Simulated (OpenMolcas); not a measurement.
Ru5+ (d3) among equal point charges was computed by CASSCF with the d shell active (OpenMolcas, ANO-RCC-VTZP on the metal). Its lowest spin-free states, and all those of the highest spin:

| 2S+1 | Degeneracy | E (cm-1) |
| --- | --- | --- |
| 4 | 1 | 0.0 |
| 4 | 2 | 3118 |
| 4 | 1 | 5537 |
| 4 | 1 | 6165 |
| 4 | 2 | 8108 |
| 2 | 1 | 17642 |
| 2 | 2 | 17892 |
| 2 | 1 | 18340 |
| 2 | 1 | 18781 |
| 4 | 1 | 18852 |
| 2 | 1 | 20615 |
| 2 | 2 | 20780 |
| 4 | 2 | 22801 |

**Question.** Is the site octahedral, tetrahedral or cube-like, axial, or of lower symmetry?

**Answer.** The states with 2S+1 = 4 have orbital degeneracies 1, 2, 1, 1, 2, 1, 2. There are pairs but no triples, so the site is axial: not cubic, but with a proper or improper axis of order three or more. The run had Ru5+ among 6 point charges of -1.7 e arranged as a tetragonal octahedron (D4h), 1.98 Å from the ion, with the axial distance 2.356 Å.

Without dynamic correlation the repulsion within the d shell is too large (B by tens of per cent), so at a given field states of lower spin stand too high. Point charges carry no covalency, so the field is a model and not that of real ligands. No measured value stands beside these numbers.
